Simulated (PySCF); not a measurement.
Work out the structure from these simulated measurements.

Formula: C6H14N; charge +1.

* 13C NMR: chemical shifts (computed TMS as zero) by class: 56.8 (1 C), 51.9 (1 C), 27.7 (1 C), 27.2 (1 C), 19.2 (1 C), 15.0 (1 C) ppm [GIAO CAM-B3LYP/pcSseg-1]
* Rotational structure: rotational constants A, B, C: 3.486, 2.555, 1.942 GHz [PBE0-D3(BJ)/def2-SVP]
* Triplet: lowest triplet excitation (Tamm–Dancoff): 8.42 eV [TDA CAM-B3LYP/def2-SVPD]
* Polarisability: 71.4 au [CAM-B3LYP/def2-SVPD]
* NMR, other nuclei: isotropic shieldings of nuclei other than C and H, by class: 203 (1 N) ppm [GIAO CAM-B3LYP/pcSseg-1]
* UV, strongest line: among the 10 lowest singlet transitions: S7 at 9.73 eV (127 nm, f = 0.039) [TDDFT CAM-B3LYP/def2-SVPD]
* UV, first state: lowest singlet excitation: 8.57 eV (145 nm, f = 0.002) [TDDFT CAM-B3LYP/def2-SVPD]

Gas-phase values; electronic properties from PySCF, density fitting. Levels stand in brackets. The structure is a single PBE0-D3(BJ)/def2-SVP conformer in the gas phase; no vibrational or solvent corrections. Each NMR value is the plain mean over a class of atoms that symmetry, rotation or inversion makes alike.

Task: Propose a structure and show how it fits.

Result: Numbering: `[CH3:1][C@@H:2]1[CH2:3][CH2:4][CH2:5][NH2+:6][CH2:7]1`. 6 carbons fall into 6 classes; from least to most shielded: ring sp3 carbon bound to nitrogen [C7] (56.8 ppm), ring sp3 carbon bound to nitrogen [C5] (51.9 ppm), ring CH2 carbon [C3] (27.7 ppm), sp3 CH carbon [C2] (27.2 ppm), ring CH2 carbon [C4] (19.2 ppm), methyl carbon [C1] (15.0 ppm). The other shieldings belong to: 203 ppm, ammonium nitrogen [N6]. The optimised geometry has point group C1 and is an asymmetric top. Structure: `C1[NH2+]CCC[C@H]1C`. Computed isomers that give other values at the same levels: `C[N+]1(C)CCCC1` (rotational constant A: 4.004 GHz; this holds for the one conformer computed); `CCC[NH+]1CCC1` (rotational constant A: 5.752 GHz; this holds for the one conformer computed). The assignments are read from this structure; whether some other isomer fits the data as well wasn't checked. The mirror image fits equally.
